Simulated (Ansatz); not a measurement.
Molecule: Si₂Cl₆, charge 0, multiplicity 1. 
Geometry from a B3LYP-D3(BJ)/def2-TZVP (Ansatz, a first-principles code) optimisation:
SMILES: Cl[Si](Cl)(Cl)[Si](Cl)(Cl)Cl
```xyz
8

Cl    -1.4391    -1.5131     1.6558
Si    -1.1371    -0.2313     0.0933
Cl    -2.1547     1.5094     0.4255
Cl    -1.7949    -1.0922    -1.6393
Si     1.1371     0.2313    -0.0933
Cl     1.7949     1.0922     1.6393
Cl     2.1547    -1.5094    -0.4255
Cl     1.4391     1.5131    -1.6558
```

Quantity: atomisation energy (electronic, to ground-state atoms), in kcal/mol. Cores are frozen in the correlated levels unless marked. UHF or UKS for open shells. Spin-orbit coupling is left out. Non-relativistic. The coupled-cluster limit lacks core correlation, which all-electron functionals hold. CBS(X,Y): correlation extrapolated as X^-3; Hartree-Fock from the larger set.

```tsv
level	program	atomisation energy (kcal/mol)
HF/aug-cc-pV(D+d)Z	Ansatz	444.8
```

Problem. Predict the CCSD(T)/CBS(cc-pV(T+d)Z,cc-pV(Q+d)Z) result (Ansatz).

Solution. 635.1 kcal/mol
